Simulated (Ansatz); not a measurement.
A nudged elastic band was laid between two geometries of BFH4O2Si (9 atoms, charge 0, multiplicity 1).

Theory: RKS BHLYP/def2-SVP in Ansatz.

```json
{
  "movable images": "9",
  "climbing image": "yes",
  "spring": "5.0 eV/Å²",
  "optimiser": "quadratic models (default)",
  "start path": "through a guess of the saddle point",
  "force threshold": "0.05 eV/Å",
  "iteration limit": "60",
  "end points": "relaxed"
}
```

First end point:

```xyz
9
Properties=species:S:1:pos:R:3
O -0.416 0.295 2.071
B -0.223 0.767 0.830
Si -0.111 -0.548 -0.695
O 1.373 -0.370 -1.389
F -1.250 -0.178 -1.793
H -0.454 0.970 2.746
H -0.117 1.954 0.648
H -0.358 -1.968 -0.355
H 1.645 -0.967 -2.081
```

Last end point:

```xyz
9
Properties=species:S:1:pos:R:3
O 0.659 0.970 1.314
B -0.492 0.446 0.856
Si -0.320 -0.658 -0.832
O 1.269 -0.955 -1.142
F -0.958 0.224 -2.036
H 0.568 1.510 2.098
H -1.522 0.669 1.439
H -1.011 -1.958 -0.863
H 1.896 -0.296 -0.852
```

(1) What changes between the two ends?

(2) Give the energies along the band, and the barrier.

(3) What is the geometry of the highest image?

## Answers

(1) No bond is made or broken. The dihedral B2–Si3–O4–H9 goes from 174 to -30°.

(2) It converged. The highest image is number 6 of 0 to 10, 0.077 eV above the first end and 0.074 eV above the last; the last end lies 0.003 eV above the first. The profile has 2 maxima (images 2, 6) with wells between them (image 3): this band takes more than one step, which may be the mechanism or a detour left from its start path. A vibrational analysis at the climbing image gives one clearly imaginary mode, 76i cm⁻¹: a first-order saddle point.

```
image  path coordinate (Å)  energy (eV)  dihedral B2–Si3–O4–H9 (°)
    0                 0.00        0.000                        174
    1                 0.51        0.049                       -138
    2                 1.03        0.055                        -83
    3                 1.54        0.035                        -47
    4                 2.05        0.049                        -53
    5                 2.57        0.069                        -52
    6                 3.08        0.077                        -49
    7                 3.61        0.066                        -44
    8                 4.13        0.041                        -38
    9                 4.66        0.016                        -32
   10                 5.18        0.003                        -30
```

(3) 
```xyz
9
Properties=species:S:1:pos:R:3
O 0.249 0.395 1.898
B -0.354 0.706 0.740
Si -0.262 -0.659 -0.756
O 1.276 -1.009 -1.233
F -1.075 -0.043 -2.018
H 0.171 1.063 2.577
H -0.926 1.763 0.632
H -0.879 -1.960 -0.439
H 1.888 -0.302 -1.418
```

Time of the run: 6.7 min on 2 threads of Intel(R) Xeon(R) Platinum 8488C (Sapphire Rapids), with other jobs on the host, peak memory 0.2 GiB.
